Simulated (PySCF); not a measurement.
# Stretching KBe⁺

Set-up: basis K pcseg-2, Be pcseg-2; no relativity; PySCF 2.14. Energies in eV from K⁺ + Be in their ground configurations at the same level. State: ¹Σ⁺ (singlet), closed shell.

All columns are PBE0. A positive dipole points towards Be; it is taken about the centre of mass and depends on that origin.

| R (Å) | E (eV) | μ (D) | Mulliken charge on K (basis-dependent) | HOMO (eV) | LUMO (eV) | Mayer bond order | ⟨S²⟩ |
| --- | --- | --- | --- | --- | --- | --- | --- |
| 3.002 | -0.147 | -0.10 | 0.75 | -11.18 | -5.96 | 0.43 | 0.00 |
| 3.142 | -0.204 | -0.22 | 0.77 | -11.05 | -5.93 | 0.40 | 0.00 |
| 3.281 | -0.234 | -0.37 | 0.79 | -10.92 | -5.89 | 0.37 | 0.00 |
| 3.386 | -0.244 | -0.49 | 0.81 | -10.82 | -5.85 | 0.35 | 0.00 |
| 3.491 | -0.246 | -0.63 | 0.82 | -10.72 | -5.82 | 0.33 | 0.00 |
| 3.596 | -0.242 | -0.77 | 0.84 | -10.61 | -5.78 | 0.30 | 0.00 |
| 3.735 | -0.232 | -0.98 | 0.86 | -10.48 | -5.74 | 0.27 | 0.00 |
| 3.910 | -0.213 | -1.25 | 0.88 | -10.32 | -5.68 | 0.23 | 0.00 |
| 4.119 | -0.187 | -1.59 | 0.90 | -10.13 | -5.63 | 0.19 | 0.00 |
| 4.399 | -0.153 | -2.05 | 0.93 | -9.90 | -5.58 | 0.14 | 0.00 |

A fit through these points gives, at Re = 3.474 Å, μ = -0.60 D and dμ/dR = -1.33 D/Å; the reduced mass is 7.319 u.

Task: How strong is the fundamental in the double-harmonic approximation, I = 42.26·(dμ/dR)²/μred km/mol?

Result: I = 42.26·(-1.33)²/7.319 = 10.2 km/mol at PBE0.

Closed-shell solutions of metal pairs were not tested for spin polarisation, which can lower them a little. The bond is weak. Basis-set superposition, not corrected here, can be much of De in a small basis, most of all at correlated wavefunction levels. For an ion De counts to the pair picked by the measured ionisation energies or electron affinities, which need not be the lowest pair at this level.
